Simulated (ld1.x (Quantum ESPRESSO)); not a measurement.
## phosphorus (P): TM pseudisation with PBE, scalar-relativistic reference atom.

ld1.x (Quantum ESPRESSO) 7.5 was run on this input:

```
&input
   title='P', zed=15., rel=1, dft='PBE', iswitch=3,
   config='[Ne] 3s2 3p3 3d-2',
   nld=3, rlderiv=1.55, eminld=-3.0, emaxld=5.0, deld=0.02
 /
 &inputp
   pseudotype=2, tm=.true., lloc=2,
   nlcc=.true., rcore=0.80,
   file_pseudopw='P.UPF', file_wfcaegen='ae.wfc', file_wfcncgen='nc.wfc', file_beta='beta', file_chi='chi'
 /
3
3S  1  0   2.00   0.00  1.10  1.10  0.0
3P  2  1   3.00   0.00  1.40  1.40  0.0
3D  3  2  -2.00   0.30  1.30  1.30  0.0
 &test
   configts(1)='3s2 3p3'
 /
```

Command:

```bash
ld1.x < P.in > P.out
```

The program printed (shortened: banner, matrices, multipoles, cross overlaps and the repeated all-electron block are left out):

```
Program LD1 v.7.5
     --------------------------- All-electron run ----------------------------

     P
     scalar relativistic calculation

     atomic number is 15.00
     dft =PBE   lsd =0 sic =0 latt =0  beta=0.20 tr2=1.0E-14
     Exchange-correlation= PBE
                           (   1   4   3   4   0   0   0)
     mesh =1147 r(mesh) = 101.18493 a.u. xmin = -7.00 dx = 0.01250
     1 Ry =  13.60569312 eV, c = 137.03599908

     n l     nl                  e(Ry)          e(Ha)          e(eV)
     1 0     1S 1( 2.00)      -153.1838       -76.5919     -2084.1715
     2 0     2S 1( 2.00)       -12.7881        -6.3941      -173.9915
     2 1     2P 1( 6.00)        -9.1501        -4.5751      -124.4937
     3 0     3S 1( 2.00)        -1.0267        -0.5134       -13.9693
     3 1     3P 1( 3.00)        -0.4047        -0.2024        -5.5068

     final scf error:  5.1E-15 reached in  24 iterations

     Etot =    -683.805637 Ry,    -341.902819 Ha,   -9303.649656 eV

     Ekin =     685.944791 Ry,     342.972395 Ha,    9332.754320 eV
     Encl =   -1630.856241 Ry,    -815.428120 Ha,  -22188.929539 eV
     Eh   =     307.091979 Ry,     153.545990 Ha,    4178.199232 eV
     Exc  =     -45.986166 Ry,     -22.993083 Ha,    -625.673668 eV

     normalization and overlap integrals

     s(1S/1S) =  1.000000  <r> =   0.1036  <r2> =    0.0144  r(max) =   0.0675
     s(2S/2S) =  1.000000  <r> =   0.5197  <r2> =    0.3221  r(max) =   0.4187
     s(2P/2P) =  1.000000  <r> =   0.4853  <r2> =    0.2957  r(max) =   0.3559
     s(3S/3S) =  1.000000  <r> =   1.8959  <r2> =    4.1855  r(max) =   1.5753
     s(3P/3P) =  1.000000  <r> =   2.3728  <r2> =    6.7870  r(max) =   1.8302

     ------------------------ End of All-electron run ------------------------

     --------------------- Generating NC pseudopotential ---------------------

      Generating local pot.: lloc=2, matching radius rcloc =   1.3000

      Computing core charge for nlcc:

       r > 0.80 : true rho core
       r < 0.80 : rho core = a sin(br)/r    a=  10.67  b=   3.26

      Integrated core pseudo-charge :   3.62

      Wfc   3S  rcut= 1.096  Using Troullier-Martins method

      Wfc   3P  rcut= 1.408  Using Troullier-Martins method

     ------------------- End of pseudopotential generation -------------------

     Computing logarithmic derivative in   1.54607
     Computing logarithmic derivative in   1.54607
     Computing the partial wave expansion
     R is outside the sphere for l=    0 j= 0.00
     R is outside the sphere for l=    1 j= 0.00
       no projector for channel:   2

     ---------------------- Testing the pseudopotential ----------------------

     P
     scalar relativistic calculation

     atomic number is 15.00   valence charge is  5.00
     dft =PBE   lsd =0 sic =0 latt =0  beta=0.20 tr2=1.0E-14
     mesh =1147 r(mesh) = 101.18493 xmin = -7.00 dx = 0.01250

     n l     nl             e AE (Ry)        e PS (Ry)    De AE-PS (Ry)
     1 0     3S   1( 2.00)       -1.02672       -1.02671       -0.00001
     2 1     3P   1( 3.00)       -0.40475       -0.40474       -0.00001

     eps = 1.0E-15  iter =  4

     Etot =    -683.805637 Ry,    -341.902819 Ha,   -9303.649656 eV
     Etotps =   -19.025002 Ry,      -9.512501 Ha,    -258.848336 eV

     Ekin =       4.763444 Ry,       2.381722 Ha,      64.809958 eV
     Encl =     -28.102277 Ry,     -14.051139 Ha,    -382.350964 eV
     Ehrt =      10.406280 Ry,       5.203140 Ha,     141.584646 eV
     Ecxc =      -9.441923 Ry,      -4.720961 Ha,    -128.463901 eV
     (Ecc =      -6.119518 Ry,      -3.059759 Ha,     -83.260285 eV)
     Epseu=       3.349475 Ry,       1.674737 Ha,      45.571925 eV

     ---------------------- End of pseudopotential test ----------------------
```

Note: ghost state, extra bound levels that the all-electron valence spectrum of the same l lacks: s at -4.2 eV. A true bound ghost makes a file unfit for plane-wave use.

Generation and configuration tests took about 0.78 s on one core of a shared server CPU.

Transferability test of the new file with ld1.x, input:

```
&input
   title='P', zed=15., rel=1, dft='PBE', iswitch=2,
   config='[Ne] 3s2 3p3 3d-2'
 /
 &test
   file_pseudo='P.UPF', nconf=8,
   configts(1)='3s2 3p3',
   configts(2)='3s2 3p2',
   configts(3)='3s2 3p1',
   configts(4)='3s2 3p0',
   configts(5)='3s2 3p3.3',
   configts(6)='3s1 3p4',
   configts(7)='3s0 3p5',
   configts(8)='3s1 3p3'
 /
```

```bash
ld1.x < P.test.in > P.test.out
```

Pseudopotential blocks of its output, shortened (energy terms left out):

```
     ---------------------- Testing the pseudopotential ----------------------

     n l     nl             e AE (Ry)        e PS (Ry)    De AE-PS (Ry)
     1 0     3S   1( 2.00)       -1.02672       -1.02671       -0.00001
     2 1     3P   1( 3.00)       -0.40475       -0.40474       -0.00001

     eps = 9.9E-16  iter =  4

     Etot =    -683.805637 Ry,    -341.902819 Ha,   -9303.649656 eV
     Etotps =   -19.025002 Ry,      -9.512501 Ha,    -258.848335 eV

     ---------------------- End of pseudopotential test ----------------------

          ---------------------- Testing the pseudopotential ----------------------

     n l     nl             e AE (Ry)        e PS (Ry)    De AE-PS (Ry)
     1 0     3S   1( 2.00)       -1.71157       -1.70810       -0.00347
     2 1     3P   1( 2.00)       -1.04479       -1.04257       -0.00222

     eps = 4.6E-15  iter = 10

     Etot =    -683.090526 Ry,    -341.545263 Ha,   -9293.920070 eV
     Etotps =   -18.310671 Ry,      -9.155336 Ha,    -249.129371 eV
     dEtot_ae =       0.715111 Ry
     dEtot_ps =       0.714331 Ry,   Delta E=       0.000781 Ry

     ---------------------- End of pseudopotential test ----------------------

          ---------------------- Testing the pseudopotential ----------------------

     n l     nl             e AE (Ry)        e PS (Ry)    De AE-PS (Ry)
     1 0     3S   1( 2.00)       -2.49572       -2.48279       -0.01293  !
     2 1     3P   1( 1.00)       -1.78418       -1.77412       -0.01007  !

     eps = 1.3E-15  iter = 15

     Etot =    -681.683247 Ry,    -340.841624 Ha,   -9274.773072 eV
     Etotps =   -16.908783 Ry,      -8.454392 Ha,    -230.055718 eV
     dEtot_ae =       2.122390 Ry
     dEtot_ps =       2.116218 Ry,   Delta E=       0.006171 Ry

     ---------------------- End of pseudopotential test ----------------------

          ---------------------- Testing the pseudopotential ----------------------

     n l     nl             e AE (Ry)        e PS (Ry)    De AE-PS (Ry)
     1 0     3S   1( 2.00)       -3.35247       -3.31797       -0.03450  !
     2 1     3P   1( 0.00)       -2.59815       -2.56780       -0.03034  !

     eps = 8.8E-16  iter = 14

     Etot =    -679.497469 Ry,    -339.748735 Ha,   -9245.034047 eV
     Etotps =   -14.741626 Ry,      -7.370813 Ha,    -200.570033 eV
     dEtot_ae =       4.308168 Ry
     dEtot_ps =       4.283376 Ry,   Delta E=       0.024792 Ry

     ---------------------- End of pseudopotential test ----------------------

          ---------------------- Testing the pseudopotential ----------------------

     n l     nl             e AE (Ry)        e PS (Ry)    De AE-PS (Ry)
     1 0     3S   1( 2.00)       -0.84720       -0.84755        0.00035
     2 1     3P   1( 3.30)       -0.23793       -0.23806        0.00013

     eps = 1.2E-15  iter = 10

     Etot =    -683.901688 Ry,    -341.950844 Ha,   -9304.956491 eV
     Etotps =   -19.121079 Ry,      -9.560540 Ha,    -260.155539 eV
     dEtot_ae =      -0.096051 Ry
     dEtot_ps =      -0.096078 Ry,   Delta E=       0.000027 Ry

     ---------------------- End of pseudopotential test ----------------------

          ---------------------- Testing the pseudopotential ----------------------

     n l     nl             e AE (Ry)        e PS (Ry)    De AE-PS (Ry)
     1 0     3S   1( 1.00)       -1.07856       -1.07778       -0.00078
     2 1     3P   1( 4.00)       -0.44625       -0.44554       -0.00072

     eps = 6.4E-15  iter =  9

     Etot =    -683.178392 Ry,    -341.589196 Ha,   -9295.115554 eV
     Etotps =   -18.397883 Ry,      -9.198942 Ha,    -250.315956 eV
     dEtot_ae =       0.627245 Ry
     dEtot_ps =       0.627118 Ry,   Delta E=       0.000127 Ry

     ---------------------- End of pseudopotential test ----------------------

          ---------------------- Testing the pseudopotential ----------------------

     n l     nl             e AE (Ry)        e PS (Ry)    De AE-PS (Ry)
     1 0     3S   1( 0.00)       -1.12597       -1.12746        0.00149
     2 1     3P   1( 5.00)       -0.48451       -0.48386       -0.00065

     eps = 7.8E-15  iter = 11

     Etot =    -682.541430 Ry,    -341.270715 Ha,   -9286.449244 eV
     Etotps =   -17.760201 Ry,      -8.880100 Ha,    -241.639840 eV
     dEtot_ae =       1.264207 Ry
     dEtot_ps =       1.264801 Ry,   Delta E=      -0.000594 Ry

     ---------------------- End of pseudopotential test ----------------------

          ---------------------- Testing the pseudopotential ----------------------

     n l     nl             e AE (Ry)        e PS (Ry)    De AE-PS (Ry)
     1 0     3S   1( 1.00)       -1.76236       -1.75869       -0.00368
     2 1     3P   1( 3.00)       -1.08858       -1.08539       -0.00319

     eps = 3.1E-15  iter = 10

     Etot =    -682.420191 Ry,    -341.210095 Ha,   -9284.799698 eV
     Etotps =   -17.641352 Ry,      -8.820676 Ha,    -240.022816 eV
     dEtot_ae =       1.385446 Ry
     dEtot_ps =       1.383650 Ry,   Delta E=       0.001796 Ry

     ---------------------- End of pseudopotential test ----------------------
```
